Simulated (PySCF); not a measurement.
C₃H₆FNSi. Atoms are numbered in the order given.

```xyz
12

N     -2.7402     1.0890    -0.2657
C     -2.1310     0.1095    -0.1591
C     -1.3201    -1.1036    -0.0177
C      0.0537    -0.8421     0.6333
Si     1.1610     0.3772    -0.2865
F      2.6600     0.2193     0.3382
H     -1.1961    -1.5440    -1.0216
H     -1.8993    -1.8338     0.5714
H     -0.0801    -0.4878     1.6690
H      0.6004    -1.7979     0.6986
H      1.2180     0.0192    -1.7304
H      0.7288     1.7836    -0.0985
```

Coordinates come from a B3LYP-D3(BJ)/def2-SVP optimisation. The structure was generated by enumeration, and PubChem lists no compound with its InChIKey, so it may never have been made. One conformer was computed; it need not be the lowest.

Calculation: PBE/pcSseg-1 run with PySCF.

GIAO shieldings, no solvent; atoms listed in one row are averaged. δ = σ(ref) − σ: ¹⁵N against NH3 (σ = 267.0 ppm); ¹³C against TMS (σ = 182.0 ppm); ²⁹Si against TMS (σ = 335.4 ppm); ¹⁹F against CFCl3 (σ = 133.6 ppm); ¹H against TMS (σ = 31.49 ppm), references at their B3LYP-D3(BJ)/def2-TZVP geometries, non-relativistic.

Computed chemical shifts:
```json
[
 {"nucleus": "¹⁵N", "atoms": "N1", "count": "1", "δ (ppm)": "307.2"},
 {"nucleus": "¹³C", "atoms": "C2", "count": "1", "δ (ppm)": "121.7"},
 {"nucleus": "¹³C", "atoms": "C3", "count": "1", "δ (ppm)": "14.8"},
 {"nucleus": "¹³C", "atoms": "C4", "count": "1", "δ (ppm)": "14.7"},
 {"nucleus": "²⁹Si", "atoms": "Si5", "count": "1", "δ (ppm)": "15.7"},
 {"nucleus": "¹⁹F", "atoms": "F6", "count": "1", "δ (ppm)": "-249.2"},
 {"nucleus": "¹H", "atoms": "H12", "count": "1", "δ (ppm)": "5.90"},
 {"nucleus": "¹H", "atoms": "H11", "count": "1", "δ (ppm)": "5.59"},
 {"nucleus": "¹H", "atoms": "H8", "count": "1", "δ (ppm)": "2.76"},
 {"nucleus": "¹H", "atoms": "H7", "count": "1", "δ (ppm)": "2.44"},
 {"nucleus": "¹H", "atoms": "H9", "count": "1", "δ (ppm)": "1.72"},
 {"nucleus": "¹H", "atoms": "H10", "count": "1", "δ (ppm)": "1.19"}
]
```
